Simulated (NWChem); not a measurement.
# borohydride (BH₄ anion); SMILES [BH4-]

Program: NWChem. Structure relaxed at the B3LYP/def2-SVPD level.

Predict the results for Hartree-Fock/def2-SVPD. Quantities: highest occupied level (eV); orbital gap (eV).

highest occupied level (eV): -5.11
orbital gap (eV): 11.28
